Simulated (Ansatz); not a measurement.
`C[N](C)[InH][OH]` + H₂ → `C[N](C)[InH2]` + H₂O at 700 K and 1 bar (hydrogenolysis of the In–O bond).

Gas-phase electronic energies from Ansatz, PBE0-D4/def2-TZVP geometries. CCSD(T)/CBS adds triple-zeta CCSD(T) − MP2 to the extrapolated MP2 energy (def2 sets, frozen cores). This one scheme is used for every species. def2 core potentials past Kr. For In outer-core shells are correlated without core-valence functions, which leaves a few kJ/mol of doubt a bond. One conformer a species, not always the lowest.

```json
{"species": "`C[N](C)[InH][OH]`", "CCSD(T)/CBS energy (Eh)": "-400.60971", "H − E (kJ/mol)": "355.3", "S (J/(mol·K))": "517.7"}
{"species": "H₂", "CCSD(T)/CBS energy (Eh)": "-1.17544", "H − E (kJ/mol)": "46.8", "S (J/(mol·K))": "155.3"}
{"species": "`C[N](C)[InH2]`", "CCSD(T)/CBS energy (Eh)": "-325.40049", "H − E (kJ/mol)": "324.3", "S (J/(mol·K))": "458.2"}
{"species": "H₂O", "CCSD(T)/CBS energy (Eh)": "-76.37941", "H − E (kJ/mol)": "80.5", "S (J/(mol·K))": "218.4"}
```

H − E and S are ideal-gas, rigid-rotor, harmonic terms from PBE0-D4/def2-TZVP, for one conformer and one mirror image of each species. The MP2-based limit puts H₂ 0.8 mEh under its directly extrapolated value; such offsets cancel only in part. 1 Eh = 2625.50 kJ/mol, R = 8.31446 J/(mol·K).

Q: By hand: ΔE, ΔH, ΔS and ΔG.

A: ΔE = (-325.40049) + (-76.37941) − (-400.60971) − (-1.17544) = 0.00525 Eh = 13.8 kJ/mol. Δ(H − E) = 324.3 + 80.5 − 355.3 − 46.8 = 2.7, so ΔH = 16.5 kJ/mol. ΔS = 458.2 + 218.4 − 517.7 − 155.3 = 3.6 J/(mol·K). ΔG = 16.5 − 700 × (3.6)/1000 = 14.0 kJ/mol.

Q: By hand: the equilibrium constant, and the temperature at which ΔG would vanish if ΔH and ΔS stayed fixed.

A: log₁₀ K = −ΔG/(RT ln 10) = -1.0. ΔG = 0 at ΔH/ΔS = 4583 K, far beyond where these terms or the molecules hold.

The number of gas molecules stays the same, so ΔS is small and ΔH decides. A doubt of 5 kJ/mol in ΔE shifts log₁₀ K by 0.4 here. Other conformers and mirror images would add mixing entropy, several J/(mol·K) or more a flexible species. These are equilibria of isolated gas molecules and say nothing of rates. Largest T1 diagnostic: 0.017 (customary marks: 0.02 for closed shells, 0.045 for open ones).
